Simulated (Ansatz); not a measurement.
Species: C5H11O, charge 0, multiplicity 2. It need not be the lowest isomer of its formula. SMILES: CC(C)([CH2])OC
Geometry from a B3LYP-D3(BJ)/def2-TZVP (Ansatz, a program for electronic structure) optimisation:
```
C
O 1 1.4417
C 2 1.4134 1 116.33
H 3 1.0892 2 106.52 1 -170.60
H 3 1.0954 4 108.55 2 120.99
H 3 1.0956 4 108.90 5 118.11
C 1 1.4933 2 110.46 3 63.09
H 7 1.0811 1 121.41 2 -148.32
H 7 1.0818 8 118.77 1 171.18
C 1 1.5322 2 111.23 3 -61.17
H 10 1.0901 1 111.77 2 67.94
H 10 1.0906 11 108.75 1 121.60
H 10 1.0909 11 107.73 12 117.44
C 1 1.5349 2 103.46 3 -179.19
H 14 1.0896 1 109.96 2 -58.99
H 14 1.0901 15 108.92 1 121.49
H 14 1.0917 15 108.57 16 118.64
```
Charge 0, spin multiplicity 2.

Property: atomisation energy (electronic, to ground-state atoms); the coupled-cluster value holds the core correlation from cc-pwCVTZ, in kJ/mol. Valence correlation only, unless marked. UHF or UKS for open shells. No spin-orbit coupling. Non-relativistic. CBS marks a two-point X^-3 extrapolation of the correlation energy; Hartree-Fock from the larger set. [CCSD(T)-MP2]/basis is that difference in the basis named.

Level to compare with: RI-MP2/CBS(cc-pVTZ,cc-pVQZ)+[CCSD(T)-MP2]/cc-pVTZ plus the core term (Ansatz), 6631.6 kJ/mol. It is a level with limits of its own, and the differences hold the functionals' basis error too.

Q: Rank these functionals by how close they come to RI-MP2/CBS(cc-pVTZ,cc-pVQZ)+[CCSD(T)-MP2]/cc-pVTZ, closest first: CAM-B3LYP/def2-TZVPD (Ansatz); PBE/def2-TZVPD (Ansatz); B97M-V/def2-TZVPD (Ansatz).

A: CAM-B3LYP/def2-TZVPD (range-separated hybrid, 6612.0 kJ/mol, difference -19.6), B97M-V/def2-TZVPD (meta-GGA with VV10, 6603.7 kJ/mol, difference -27.9), PBE/def2-TZVPD (GGA, 6706.1 kJ/mol, difference 74.5)
